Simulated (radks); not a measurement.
Re4+, configuration [Xe] 4f14 5d3. Method: scalar-relativistic Kohn-Sham, BLYP, spin-unpolarised, spherical densities, point nucleus; computed with a radial shooting solver on a logarithmic mesh with Libxc functionals.

Normalised radial functions P(r) = r R(r), r in bohr:

```
   r/bohr * 5s, o 5p (the largest magnitude, 1.18, reaches the edge; | marks zero, & curves that meet)
 0.001816                             o *
 0.002403                             o  *
 0.003205                             o  *
 0.004274                             o   *
 0.005656                             |o  *
 0.007543                             |o   *
  0.01006                             | o *
  0.01331                             |  &
  0.01775                             | * o
  0.02368                            *|    o
  0.03133                         *   |     o
  0.04179                      *      |     o
  0.05574                      *      |    o
  0.07375                          *  |o
  0.09836                         o   |   *
   0.1312                     o       |        *
   0.1736                      o      |       *
   0.2315                           * |o
   0.3063                *            |         o
   0.4086                 *           |           o
   0.5449                             |o *
    0.721               o             |                    *
   0.9616     o                       |                          *
    1.283       o                     |                   *
    1.697               o             |        *
    2.263                        o    |  *
    3.019                            o*
    3.994                             &
    5.327                             &
```

5s: eigenvalue -129.39 eV, 4 radial nodes at r = 0.0214, 0.0855, 0.222, 0.520 bohr, <r> = 1.03 bohr, 90 % of the charge inside 1.47 bohr. 5p: eigenvalue -90.497 eV, 3 radial nodes at r = 0.0777, 0.225, 0.559 bohr, <r> = 1.18 bohr, 90 % of the charge inside 1.72 bohr.
